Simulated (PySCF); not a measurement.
SMILES c1cccc(c1Cl)-c1ccccc1 (C₁₂H₉Cl), GFN2-xTB optimised geometry.

```
22

Cl    -2.12    -0.93    -0.07
C     -1.24     0.56     0.00
C     -1.96     1.75     0.01
C     -1.29     2.96     0.03
C      0.09     2.98     0.02
C      0.80     1.79     0.00
C      0.15     0.56     0.00
C      0.94    -0.68    -0.01
C      0.75    -1.66     0.97
C      1.50    -2.81     0.95
C      2.46    -3.02    -0.03
C      2.66    -2.05    -1.00
C      1.91    -0.88    -0.99
H     -3.04     1.71     0.01
H     -1.85     3.88     0.04
H      0.62     3.92     0.02
H      1.88     1.81     0.00
H      0.02    -1.50     1.74
H      1.35    -3.56     1.71
H      3.04    -3.92    -0.05
H      3.40    -2.20    -1.77
H      2.05    -0.13    -1.75
```

Density from CAM-B3LYP/def2-SVP (PySCF 2.14.0) at that geometry.

Minimum of the electron density along straight lines between bonded atoms, close to the bond critical point (lines longer than 1.1 times the sum of covalent radii, or with two minima, are not listed):

| bond | length / Å | ρ at the minimum / e bohr⁻³ | ∇²ρ there / e bohr⁻⁵ | position (fraction from the first atom) |
|---|---|---|---|---|
| Cl1–C2 | 1.734 | [?] | -0.29 | 0.58 |
| C2–C3 | 1.385 | 0.315 | -0.82 | 0.51 |
| C3–C4 | 1.383 | 0.314 | -0.82 | 0.50 |
| C4–C5 | 1.385 | 0.315 | -0.82 | 0.50 |
| C5–C6 | 1.382 | 0.316 | -0.83 | 0.50 |
| C2–C7 | 1.394 | 0.309 | -0.78 | 0.51 |
| C6–C7 | 1.393 | 0.309 | -0.79 | 0.50 |
| C7–C8 | 1.474 | 0.271 | [?] | 0.51 |
| C8–C9 | 1.391 | 0.311 | -0.80 | 0.50 |
| C9–C10 | 1.383 | 0.316 | -0.82 | 0.50 |
| C10–C11 | 1.385 | 0.315 | -0.82 | 0.50 |
| C11–C12 | 1.385 | 0.315 | -0.82 | 0.50 |
| C8–C13 | 1.391 | 0.310 | -0.79 | 0.50 |
| C12–C13 | 1.383 | 0.316 | -0.83 | 0.50 |
| C3–H14 | 1.079 | 0.285 | -1.11 | 0.64 |
| C4–H15 | 1.079 | 0.284 | -1.10 | 0.64 |
| C5–H16 | 1.080 | 0.284 | -1.10 | 0.63 |
| C6–H17 | 1.080 | 0.285 | -1.10 | 0.64 |
| C9–H18 | 1.080 | 0.285 | -1.11 | 0.64 |
| C10–H19 | 1.080 | 0.284 | -1.09 | 0.63 |
| C11–H20 | 1.080 | 0.284 | -1.09 | 0.63 |
| C12–H21 | 1.080 | 0.284 | -1.09 | 0.63 |
| C13–H22 | 1.081 | 0.284 | -1.09 | 0.63 |

Question: Some entries are withheld; supply them.

Answer: 
- Cl1–C2, ρ at the minimum / e bohr⁻³: 0.201
- C7–C8, ∇²ρ there / e bohr⁻⁵: -0.67
